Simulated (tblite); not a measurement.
Species: C3H12NPSi2.
Atom-mapped SMILES: `[CH3:1][N:2]1[CH2:3][SiH2:4][Si@H:5]([PH2:6])[CH2:7]1` (hydrogens: H8, H9, H10 on C1; H11, H12 on C3; H13, H14 on Si4; H15 on Si5; H16, H17 on P6; H18, H19 on C7)

Geometry (GFN2-xTB, Å), atoms numbered from 1 in this order:
```xyz
19
C3H12NPSi2 angstrom
C     -1.508    1.133   -0.536
N     -1.284   -0.240   -0.918
C     -1.338   -1.144    0.217
Si     0.239   -1.018    1.336
Si     1.508   -0.324   -0.489
P      2.442    1.722   -0.583
C     -0.049   -0.402   -1.658
H     -2.460    1.209   -0.011
H     -0.716    1.535    0.118
H     -1.555    1.750   -1.433
H     -2.266   -0.957    0.757
H     -1.404   -2.160   -0.183
H      0.036   -0.061    2.433
H      0.510   -2.324    1.937
H      2.533   -1.230   -1.035
H      3.571    1.350    0.120
H      1.831    2.217    0.554
H     -0.023    0.340   -2.457
H     -0.078   -1.386   -2.131
```

Method: GFN2-xTB as coded in tblite; computed harmonic values from a numerical Hessian at the method's own geometry, unscaled. The method is semi-empirical: single wavenumbers can be off by several per cent or more. Modes of hydrogen on phosphorus and silicon can be 10 to 20 % off. One conformer, not necessarily the lowest.

Harmonic wavenumbers (cm⁻¹): 52.7, 90.7, 105.3, 141.7, 172.6, 199.0, 288.1, 375.0, 397.3, 406.5, 439.1, 467.2, 480.9, 520.0, 541.6, 595.1, 605.0, 654.9, 683.5, 708.6, 722.5, 773.5, 797.1, 810.9, 864.5, 1044.1, 1085.6, 1104.7, 1108.2, 1152.6, 1229.7, 1250.2, 1268.2, 1310.1, 1418.8, 1468.6, 1474.4, 1483.5, 1496.3, 2138.2, 2192.0, 2244.3, 2300.5, 2390.3, 2816.4, 2939.9, 2949.9, 2980.2, 2982.2, 3011.7, 3014.8.

A = 2025, B = 1070, C = 888.0 MHz; mass 149.025 u (most abundant isotopes); point group C1, symmetry number 1.

Q: Zero-point energy?

A: ½Σν̃ = 30874 cm⁻¹ = 369.34 kJ/mol.

Q: What is S at 298.15 K and 1 bar for an ideal gas of classical rigid rotors and harmonic oscillators?

A: Translation 171.27, rotation 123.44, vibration 127.33: S = 422.0 J/(mol K).

Q: And Cp and H(298.15 K) − H(0)?

A: Cp = 177.70 J/(mol K), of which vibrations give 144.44 (their classical limit is 51 R = 424.0); H(298.15 K) − H(0) = 30.86 kJ/mol without the zero-point energy, 20.94 from vibrations.

Q: How do the functions run with temperature in this model?

A: 
| T (K) | S (J/(mol K)) | Cp (J/(mol K)) | H − H(0) (kJ/mol) | G − H(0) (kJ/mol) | ln q(vib) |
| --- | --- | --- | --- | --- | --- |
| 150 | 327.7 | 103.4 | 9.89 | -39.27 | 2.79 |
| 250 | 392.8 | 155.0 | 22.84 | -75.35 | 5.51 |
| 400 | 480.3 | 219.5 | 51.16 | -140.96 | 9.76 |
| 600 | 581.6 | 280.5 | 101.56 | -247.43 | 15.36 |
| 900 | 707.5 | 339.5 | 195.30 | -441.48 | 23.13 |

q(vib) and H(0) count from the zero-point level.

Q: Blend soft modes into free rotors: weight 1/[1 + (100 cm⁻¹/ν̃)⁴] for the oscillator and the rest for a rotor with moment μB/(μ + B), μ = h/(8π²ν), B = 10⁻⁴⁴ kg m². What vibrational entropy results?

A: 119.64 J/(mol K) in place of 127.33, which changes −T·S at 298.15 K by +2.29 kJ/mol.

Q: Which modes carry the vibrational entropy at 298.15 K?

A: 52.7 cm⁻¹: 19.72; 90.7 cm⁻¹: 15.25; 105.3 cm⁻¹: 14.03; 141.7 cm⁻¹: 11.63; 172.6 cm⁻¹: 10.07; 199.0 cm⁻¹: 8.96 J/(mol K); the other 45 give 47.65 together.

Q: What must be added to the electronic energy to get the Gibbs energy at 298.15 K and 1 bar?

A: ZPE + [H(298.15 K) − H(0)] − T·S = 369.34 + 30.86 − 125.83 = 274.37 kJ/mol.

Hindered rotation and anharmonicity are outside this model. Other conformers, if any are populated, would add a mixing term that is left out. The structure is chiral; the term R ln 2 for an equal mix with its mirror image is left out.

Hardware: one thread of an Arm Neoverse N1, no GPU (shared host). Cost: 1.6 s of wall time. The figure is for the frequency step alone.
